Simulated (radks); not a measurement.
The numbers below are computed, except where a source is named.
Task: These are the eigenvalues of the occupied orbitals of an atom or ion with whole-number occupations (hartree). Level of theory: scalar-relativistic Kohn-Sham, LDA (Slater exchange, Perdew-Wang correlation), spin-polarised, spherical densities, finite nucleus; Fermi nuclear charge, rms radius of each element as measured or else 0.836 A^(1/3) + 0.57 fm (a radial shooting solver on a logarithmic mesh with Libxc functionals).

orbital  eigenvalue
1s up     -161.4121
1s down   -161.4107
2s up     -17.64319
2s down   -17.63269
2p up     -14.52144
2p down   -14.51295
3s up      -2.28365
3s down    -2.25136
3p up      -1.50653
3p down    -1.47329
3d up      -0.39116
4s up      -0.38232

Which element is it, and in what charge state? The configuration may be excited. Open shells, if any, are filled with parallel spins first.

Result: Z = 21, scandium, charge +1: Sc+ in [Ar] 3d1 4s1. The list shows which subshells hold electrons but not how many an open one holds; the 1s level, -161.41 hartree, gives Z - s = 18.0 by -(Z - s)^2/2, which with screening and relativity narrows Z to a few neighbours, and the depths of the outer levels then fix element, charge and occupations together.
